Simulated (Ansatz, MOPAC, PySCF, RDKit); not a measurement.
Complex: C2H4 (SMILES C=C) (first 6 atoms) with CH4O (SMILES CO); geometry from B3LYP-D3(BJ)/def2-TZVP.
(charge 0, multiplicity 1):
| atom | x (Å) | y (Å) | z (Å) |
|---|---|---|---|
| C | 0.7019 | 0.2081 | 0.0238 |
| C | -0.6063 | 0.0269 | -0.1008 |
| H | 1.1658 | 1.1668 | -0.1740 |
| H | 1.3615 | -0.5962 | 0.3268 |
| H | -1.0691 | -0.9328 | 0.0955 |
| H | -1.2663 | 0.8298 | -0.4059 |
| C | -0.2061 | -0.5977 | 3.6957 |
| O | -0.3382 | 0.7228 | 3.1988 |
| H | -0.9821 | -1.2674 | 3.3059 |
| H | -0.3127 | -0.5466 | 4.7788 |
| H | 0.7752 | -1.0307 | 3.4677 |
| H | -0.2459 | 0.6934 | 2.2382 |

Counterpoise-corrected where a basis set is named; no monomer relaxation. Rows marked so take none. RDKit's UFF carries no charges.

Rows in 6-311+G** carry no dispersion term and start afresh at each structure. The state that AM1 reach isn't checked.

Programs: Ansatz (Gaussian basis) for Hartree–Fock, density functionals and correlated methods; MOPAC for AM1 (differences of heats of formation); PySCF for 6-311+G** rows, the dispersion terms; RDKit for the force fields. Values without a source in brackets are computed.

Problem. One of these levels gives 2.47 kcal/mol for the interaction energy. Which?
(A) B3LYP/6-311+G** (no counterpoise)
(B) UFF
(C) BLYP-D3(BJ)/def2-TZVPPD
(D) AM1

Solution. B, UFF. The others give -0.65 (AM1), -3.04 (BLYP-D3(BJ)/def2-TZVPPD), -1.62 (B3LYP/6-311+G** (no counterpoise))

Ansatz is a quantum-chemistry and plane-wave program.
